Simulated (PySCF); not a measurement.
## Atomic charges against the basis set

Species: CH3BFN.
SMILES with atom numbers: `[CH:1]#[N+:2][BH2-:3][F:4]` (hydrogens: H5 on C1; H6, H7 on B3)

PBE0 throughout (PySCF), one geometry, spherical d and f functions. Isolated species at its PBE0-D3(BJ)/def2-SVP geometry, gas phase. Atoms taken as equivalent share a column and are averaged.

Mulliken charges (e):

```
        basis  functions      C1      N2      B3      F4      H5   H6/H7
       STO-3G         23  +0.109  -0.100  +0.133  -0.177  +0.204  -0.084
        6-31G         42  +0.033  -0.229  +0.422  -0.382  +0.356  -0.100
     pcSseg-0         42  +0.089  -0.355  +0.413  -0.385  +0.375  -0.069
       6-31G*         62  +0.062  -0.164  +0.302  -0.344  +0.342  -0.099
      cc-pVDZ         71  +0.109  +0.076  +0.107  -0.210  +0.162  -0.122
     def2-SVP         71  +0.006  +0.159  +0.131  -0.220  +0.156  -0.115
  aug-cc-pVDZ        119  +0.051  +0.166  -0.507  -0.475  -0.023  +0.394
6-311+G(2d,p)        126  -0.122  +0.077  +0.233  -0.354  +0.232  -0.033
    def2-TZVP        142  -0.095  +0.204  +0.052  -0.326  +0.251  -0.043
      cc-pVTZ        162  -0.022  +0.168  +0.054  -0.290  +0.231  -0.070
     IGLO-III        170  +0.289  -0.287  +0.419  -0.441  +0.255  -0.118
```

IAO charges (e):

| basis | functions | C1 | N2 | B3 | F4 | H5 | H6/H7 |
| --- | --- | --- | --- | --- | --- | --- | --- |
| STO-3G | 23 | +0.070 | +0.037 | -0.023 | -0.238 | +0.214 | -0.030 |
| 6-31G | 42 | +0.067 | +0.041 | +0.067 | -0.382 | +0.254 | -0.023 |
| pcSseg-0 | 42 | +0.084 | +0.041 | +0.054 | -0.366 | +0.244 | -0.029 |
| 6-31G* | 62 | +0.073 | +0.040 | +0.100 | -0.386 | +0.246 | -0.036 |
| cc-pVDZ | 71 | +0.066 | +0.052 | +0.081 | -0.385 | +0.247 | -0.030 |
| def2-SVP | 71 | +0.076 | +0.054 | +0.084 | -0.385 | +0.240 | -0.035 |
| aug-cc-pVDZ | 119 | +0.066 | +0.053 | +0.084 | -0.400 | +0.251 | -0.026 |
| 6-311+G(2d,p) | 126 | +0.069 | +0.049 | +0.087 | -0.402 | +0.251 | -0.027 |
| def2-TZVP | 142 | +0.068 | +0.048 | +0.093 | -0.402 | +0.251 | -0.029 |
| cc-pVTZ | 162 | +0.068 | +0.048 | +0.092 | -0.399 | +0.251 | -0.030 |
| IGLO-III | 170 | +0.068 | +0.049 | +0.090 | -0.403 | +0.251 | -0.028 |

Hirshfeld charges (e):

| basis | functions | C1 | N2 | B3 | F4 | H5 | H6/H7 |
| --- | --- | --- | --- | --- | --- | --- | --- |
| STO-3G | 23 | +0.123 | +0.036 | +0.051 | -0.138 | +0.138 | -0.106 |
| 6-31G | 42 | +0.146 | +0.036 | +0.043 | -0.211 | +0.166 | -0.090 |
| pcSseg-0 | 42 | +0.160 | +0.053 | +0.034 | -0.205 | +0.161 | -0.102 |
| 6-31G* | 62 | +0.147 | +0.032 | +0.039 | -0.199 | +0.166 | -0.092 |
| cc-pVDZ | 71 | +0.154 | +0.039 | +0.032 | -0.195 | +0.161 | -0.095 |
| def2-SVP | 71 | +0.161 | +0.042 | +0.030 | -0.201 | +0.159 | -0.095 |
| aug-cc-pVDZ | 119 | +0.159 | +0.011 | +0.049 | -0.213 | +0.165 | -0.086 |
| 6-311+G(2d,p) | 126 | +0.163 | +0.007 | +0.059 | -0.220 | +0.164 | -0.087 |
| def2-TZVP | 142 | +0.161 | +0.015 | +0.050 | -0.215 | +0.165 | -0.088 |
| cc-pVTZ | 162 | +0.160 | +0.021 | +0.046 | -0.210 | +0.164 | -0.090 |
| IGLO-III | 170 | +0.160 | +0.011 | +0.051 | -0.215 | +0.165 | -0.086 |

Problem. Which scheme is steadiest as the basis changes?

Solution. Largest range over the bases for any column: Hirshfeld 0.08 e, IAO 0.16 e, Mulliken 0.93 e. Hirshfeld charges move least and Mulliken charges most, counted in e. Without the minimal STO-3G basis the ranges are Hirshfeld 0.05, IAO 0.05, Mulliken 0.93 e.

Problem. How much do the charges still move between the two largest bases, cc-pVTZ and IGLO-III?

Solution. At most, over all atoms: Mulliken 0.455 e, IAO 0.003 e, Hirshfeld 0.009 e.

Problem. What do the same runs give for the total energy, the frontier levels and the dipole moment?

Solution. 
```csv
basis,energy (Eh),HOMO (eV),LUMO (eV),μ (D)
STO-3G,-216.1529,-3.69,1.23,5.68
6-31G,-219.0477,-7.39,-1.30,6.83
pcSseg-0,-218.6165,-7.48,-1.57,6.94
6-31G*,-219.1004,-7.32,-1.11,6.57
cc-pVDZ,-219.1177,-7.42,-1.27,6.54
def2-SVP,-218.9433,-7.46,-1.38,6.62
aug-cc-pVDZ,-219.1325,-7.64,-1.61,6.60
"6-311+G(2d,p)",-219.1776,-7.67,-1.62,6.67
def2-TZVP,-219.1988,-7.62,-1.52,6.65
cc-pVTZ,-219.1897,-7.59,-1.47,6.61
IGLO-III,-219.2026,-7.65,-1.60,6.63
```

The dipole is fixed by the density alone, so its range of 1.26 D shows that the density itself changes with the basis, not only its division among atoms.
